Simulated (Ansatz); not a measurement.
A run for Ansatz (a quantum-chemistry and plane-wave program): R-CCSD(T)/def2-TZVPPD on CaF2 (SMILES [F][Ca][F]), atoms moved off the minimum. Files ending in .json are basis or fitting sets from the Basis Set Exchange.

Ansatz 0.2 input:
```yaml
crystal:
  periodic: [false, false, false]
  atoms:
    - {symbol: Ca, position_ang: [0.30020281, 0.04308356, -0.09640015]}
    - {symbol: F, position_ang: [-0.65030705, 1.36390868, -1.21358163]}
    - {symbol: F, position_ang: [0.01005347, -1.46207198, 1.29354616]}
basis:
  gaussian:
    orbitals: def2-TZVPPD.json
magnetization: {spin_polarized: false}
correlation: {method: ccsd_t, electrons: outside_noble_gas}
scf: {lower_state_search: off}
output: {forces: true}
```

The head of its log:

```
Functional definition: HF
[...]
these checks for a lower state are left out or cut short: starts, cluster_reference, orbital_swaps, neighbouring_geometries, increment
integrals: 0.16 GiB planned
898 factors; integrals over basis functions are off by at most 1.1e-3 eV
mean field: 0.28 GiB planned
mean field evaluation 1: about -23829.2831 eV, gradient 5.2e1 eV
mean field evaluation 2: about -23829.2930 eV, gradient 5.2e1 eV
mean field evaluation 4: about -23833.6507 eV, gradient 1.6e0 eV
mean field evaluation 8: about -23833.6716 eV, gradient 1.7e-1 eV
mean field -23833.67171957 eV, -875.8712806512 hartree, gradient 2.6e-6 eV, S^2 0.000000; 0 other end points of the search recorded, 0 dependent functions left out
11 core orbitals not correlated, not the lowest: weight in the atoms' cores, before any rotation towards them, 0.766 or more for the frozen orbitals, at most 0.208 for the correlated occupied ones
reference -23833.67171957 eV, -875.8712806512 hartree; 8, 8 occupied and 97, 97 virtual orbitals, 898 factors
densities: 0.68 GiB planned
```

Question: What total energy does the run end on?

Answer: -876.4402 hartree (reference determinant -875.8713, T1 diagnostic 0.016).
